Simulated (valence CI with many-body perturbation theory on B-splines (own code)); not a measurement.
E1 transitions of Zr

Calculated by configuration interaction combined with many-body perturbation theory (CI+MBPT): four valence electrons over a frozen Dirac-Fock core [Kr], radial functions for each j: 7 s, 7 p, 8 d, 6 f, 4 g, 1 h, with the one-electron correlation potential Σ1 (screened to all orders), the two-electron term Σ2, the three-electron term Σ3, Breit, model QED; selected single and double excitations, second order for the rest, scaled by the run's own slope (own B-spline code, finite nucleus).

Set against measurement, 57 paired levels are off by 267 cm⁻¹ on average, the worst by 575. These come from a selection out of the NIST Handbook of Basic Atomic Spectroscopic Data. Levels without a partner in it may be off by more, other configurations by 1,000 to 4,000 cm⁻¹. Among the levels kept, up to 710 cm⁻¹ of a level comes from second order outside the variational space, and about a tenth of that is noise between levels of different J, which matters for small intervals. 5 measured levels below the end of the list, from 13142 cm⁻¹ on, found no clear computed partner, and computed levels of the same name lie up to 8006 cm⁻¹ from them.

Lines 301 to 350 of 579 in falling wavelength, among levels below 36270 cm⁻¹, chosen from the strongest by gf and those to the six lowest levels. Wavelengths and rates use the calculated energies, so an error of 300 cm⁻¹ moves a line at 463.6 nm by 1.4 % and its rate by three times that or more. Electric multipoles are in the length gauge, E1 and E2 with the static RPA response of the core. Weak lines are less certain than strong ones. Lines between different terms over intervals too small for the method are left out, as are lines whose strength nearly cancels. Where a level lies close to another of its J and parity, the split of strength between their lines is uncertain. The highest levels of a list are the least certain.

Names give the largest LS component (configuration and term), which can be under half, so a name can repeat, a term be missing and a line seem to break the LS rules; names also repeat where a configuration has a term twice. Letters in brackets count levels of one name in rising energy.

```tsv
λ vac (nm)	λ from measured levels	Upper	Lower	A (s⁻¹)	log gf	Branch %
463.6	457.7	4d²5s5p ³G°_3 [a]	4d²5s² ³F_2	6.56e+06	-0.83	82.1
463.3		4d³5p ³F°_2	4d³5s ³F_2 [a]	3.20e+07	-0.29	33.8
462.0		4d³5p ³D°_3 [a]	4d²5s² ¹D_2 [b]	1.67e+07	-0.43	21.4
461.6		4d³5p ³F°_4	4d³5s ³F_3 [a]	2.49e+06	-1.14	2.5
461.5		4d²5s5p ³D°_1 [c]	4d²5s² ³P_0	1.44e+07	-0.86	18.8
460.6	449.3	4d²5s5p ³F°_3 [c]	4d²5s² ¹D_2 [a]	9.83e+06	-0.66	13.3
460.2		4d³5p ³H°_4 [a]	4d³5s ³G_4	5.42e+06	-0.81	7.7
458.9		4d³5p ¹F°_3	4d³5s ³F_3 [a]	3.02e+06	-1.18	2.9
458.7		4d²5s5p ³F°_3 [d]	4d²5s² ¹D_2 [a]	1.13e+07	-0.60	12.8
457.9		4d³5p ³H°_5 [a]	4d³5s ³G_5	6.62e+06	-0.64	9.7
457.0		4d²5s5p ³D°_2 [b]	4d²5s² ³P_1	2.09e+07	-0.48	26.5
456.1		4d³5p ³H°_4 [a]	4d³5s ³G_3	3.59e+07	0.00	50.8
455.7		4d³5p ³H°_5 [a]	4d³5s ³G_4	3.02e+07	0.01	44.2
454.4		4d²5s5p ³D°_2 [f]	4d³5s ³F_3 [a]	2.04e+07	-0.50	6.6
454.1		4d²5s5p ³D°_3 [d]	4d³5s ³F_4 [a]	1.66e+07	-0.45	5.2
454.0		4d²5s5p ³D°_2 [b]	4d²5s² ¹D_2 [a]	2.13e+06	-1.48	2.7
453.4		4d²5s5p ³D°_1 [f]	4d³5s ³F_2 [a]	2.65e+07	-0.61	8.6
452.4		4d³5p ⁵D°_2 [b]	4d³5s ⁵P_3	7.32e+06	-0.95	6.7
451.3		4d³5p ⁵D°_1 [b]	4d³5s ⁵P_2	2.56e+07	-0.63	23.6
450.5		4d³5p ⁵D°_0 [b]	4d³5s ⁵P_1	1.01e+08	-0.51	94.6
450.3		4d²5s5p ³D°_1 [d]	4d²5s² ³P_1	6.33e+06	-1.24	26.5
449.8		4d²5s5p ¹F°_3 [a]	4d²5s² ³F_4	1.03e+06	-1.66	12.0
449.5		4d³5p ³H°_6	4d³5s ³G_5	3.99e+07	0.20	57.9
448.5		4d³5p ⁵D°_1 [b]	4d³5s ⁵P_1	7.63e+07	-0.16	70.5
447.5		4d³5p ⁵D°_2 [b]	4d³5s ⁵P_2	6.04e+07	-0.04	54.9
447.1		4d²5s5p ³P°_2 [b]	4d²5s² ¹D_2 [b]	5.81e+06	-1.06	22.3
446.8		4d³5p ⁵D°_3 [b]	4d³5s ⁵P_3	3.61e+07	-0.12	32.3
446.7		4d²5s5p ³D°_1 [d]	4d²5s² ³P_0	2.08e+06	-1.73	8.7
445.6		4d²5s5p ³D°_2 [c]	4d²5s² ³P_1	1.57e+06	-1.63	6.7
445.0		4d³5p ³H°_5 [a]	4d³5s ³F_4 [a]	5.38e+06	-0.76	7.9
444.8		4d³5p ⁵D°_2 [b]	4d³5s ⁵P_1	3.58e+07	-0.28	32.5
444.2		4d³5p ³D°_2 [a]	4d²5s² ³F_3	1.31e+06	-1.71	13.0
443.4		4d³5p ³D°_3 [a]	4d²5s² ¹D_2 [a]	1.19e+07	-0.61	15.2
442.8		4d²5s5p ³D°_2 [c]	4d²5s² ¹D_2 [a]	3.06e+06	-1.35	13.1
442.7		4d³5p ¹H°_5	4d²5s² ¹G_4	7.23e+07	0.37	88.3
442.2		4d²5s5p ⁵D°_3 [b]	4d²5s² ³F_4	3.47e+05	-2.15	11.5
442.1		4d³5p ⁵D°_3 [b]	4d³5s ⁵P_2	6.83e+07	0.15	61.0
439.6		4d³5p ⁵D°_4 [b]	4d³5s ⁵P_3	1.09e+08	0.45	94.3
439.4		4d²5s5p ³F°_3 [b]	4d²5s² ³F_3	6.73e+05	-1.87	13.9
439.0		4d²5s5p ³D°_1 [b]	4d²5s² ³F_2	2.29e+06	-1.70	18.2
438.0		4d³5p ³I°_5	4d³5s ³G_4	2.20e+06	-1.16	3.6
436.5		4d²5s5p ¹F°_3 [b]	4d²5s² ³F_4	5.59e+05	-1.95	5.5
436.3	430.4	4d³5p ⁵F°_4	4d³5s ⁵F_5	1.69e+07	-0.36	12.1
435.7		4d³5p ⁵F°_3	4d³5s ⁵F_4	3.01e+07	-0.22	22.4
435.3		4d²5s5p ³P°_0 [b]	4d²5s² ³P_1	4.00e+07	-0.94	90.7
435.1		4d²5s5p ³P°_1 [b]	4d²5s² ³P_1	5.50e+06	-1.33	14.7
434.9		4d²5s5p ³D°_3 [b]	4d²5s² ¹D_2 [a]	1.46e+06	-1.54	8.0
434.4		4d³5p ⁵F°_2 [a]	4d³5s ⁵F_3	2.32e+07	-0.48	23.1
434.3		4d³5p ⁵F°_2 [b]	4d³5s ⁵F_3	1.52e+07	-0.67	16.5
432.9	430.9	4d²5s5p ³G°_4 [c]	4d³5s ⁵F_4	1.60e+07	-0.39	12.6
```

Q: How does gf follow from A for the line at 454.1 nm?

A: gf = 1.4992 × (2J+1)_upper × A / σ², with σ = 22019 cm⁻¹ and 2J+1 = 7: gf = 0.358.
